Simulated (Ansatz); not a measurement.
```yaml
crystal:
  periodic: [false, false, false]
  atoms:
    - {symbol: Re, position_ang: [0.139886, 0.049046, 0.098014]}
    - {symbol: O, position_ang: [0.454102, 0.322080, 1.554226]}
    - {symbol: O, position_ang: [1.770869, 0.274409, -0.427279]}
    - {symbol: O, position_ang: [-0.652657, 1.693759, -0.552633]}
    - {symbol: F, position_ang: [-0.846192, -1.486578, -0.498458]}
basis:
  gaussian: {orbitals: def2-TZVP}
magnetization: {spin_polarized: true, initial_magnetization: 0}
hamiltonian: {xc: {name: LC-wPBE}}
scf: {omitted_lower_state_checks: [starts]}
output: {forces: true}
```

```sh
$ ansatz run in.yaml --threads 4 --pin off --events-out ev --progress --plain --max-ram 3916MiB
```

Output, abridged:

```
Functional definition: LC-wPBE
951 factors; their error is unknown
254 factors; integrals over basis functions are off by at most 1.5e-5 eV
mean field evaluation 1: about -10962.7135 eV, gradient 8.5e1 eV
mean field evaluation 2: about -10795.9034 eV, gradient 2.3e2 eV
mean field evaluation 4: about -10985.0168 eV, gradient 2.9e1 eV
mean field evaluation 8: about -10987.6885 eV, gradient 5.7e-1 eV
mean field evaluation 16: about -10987.6753 eV, gradient 1.4e-3 eV
mean field -10987.67530731 eV, -403.7896198299 hartree, gradient 3.6e-5 eV, S^2 0.000000; 0 other end points of the search recorded, 0 dependent functions left out
reference -10987.67530732 eV, -403.7896198302 hartree; 24, 24 occupied and 140, 140 virtual orbitals, 951 factors
Total energy: -10987.67530732 eV, -403.7896198302 hartree
Atom 0 at     0.139886     0.049046     0.098014 Å, force    -1.964427     6.319791   -17.777846 eV/Å
Atom 1 at     0.454102     0.322080     1.554226 Å, force     1.041089     1.441993    14.379188 eV/Å
Atom 2 at     1.770869     0.274409    -0.427279 Å, force    -2.824945    -1.678001    -0.418695 eV/Å
Atom 3 at    -0.652657     1.693759    -0.552633 Å, force     2.644894    -7.296236     2.841127 eV/Å
Atom 4 at    -0.846192    -1.486578    -0.498458 Å, force     1.103389     1.212452     0.976227 eV/Å
Dipole moment:    -0.014712    -0.529438     0.367798 e Å
Checks for a lower state left out: starts
```

Run time 6 s (4 threads of Arm Neoverse V2 on a shared host).

In the def2 sets Re takes a core potential; there is no spin–orbit coupling. LC-ωPBE has ω = 0.4 bohr⁻¹.
